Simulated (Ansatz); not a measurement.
Total energies of `B[NH][AlH][SiH](F)Cl`.

Z-matrix (Å, degrees):
```
Si
F 1 1.601
Cl 1 2.062 2 107.9
Al 1 2.464 2 112.7 3 118.8
H 1 1.486 2 105.9 3 -112.7
N 4 1.799 1 117.2 2 -49.8
H 4 1.585 1 124.1 2 132.5
B 6 1.405 4 122.8 1 0.6
H 6 1.011 4 120.9 1 -178.4
H 8 1.202 6 118.4 4 0.8
H 8 1.199 6 121.1 4 -179.2
```

Total charge 0; spin multiplicity 1. All single points use the PBE0-D4/def2-TZVP geometry. It is one conformer, not always the lowest. Basis def2-TZVPP, Ansatz.

RPA on PBE orbitals: Hartree–Fock energy of these orbitals -1172.05131 Eh, correlation -1.56624 Eh (frozen core).

```csv
functional,energy without D4 (Eh),D4 term (kJ/mol)
LDA (SPW92),-1169.75966,–
PBE,-1174.16501,-27.7
revPBE,-1174.58665,-71.8
BLYP,-1174.80797,-58.6
r2SCAN,-1174.68075,-6.9
B97M-V,-1174.57139,–
PBE0,-1174.26697,-24.0
B3LYP,-1174.92200,-44.8
r2SCANh,-1174.66748,-7.6
r2SCAN0,-1174.64895,-8.4
HSE06 (plane-wave form),-1174.23773,-22.7
BHLYP,-1174.78209,-38.1
CAM-B3LYP,-1174.81848,-24.9
LC-ωPBE,-1174.44159,–
ωB97X-V,-1174.64561,–
ωB97M-V,-1174.73476,–
B2PLYP,-1174.36798,–
PBE-QIDH,-1173.99080,–
```

B3LYP takes the VWN-RPA correlation (the form of Gaussian; ORCA's B3LYP/G). HSE06 is the plane-wave form, built on full-range PBE exchange. The double hybrids freeze the cores in their second-order part.

LC-ωPBE has ω = 0.4 bohr⁻¹.
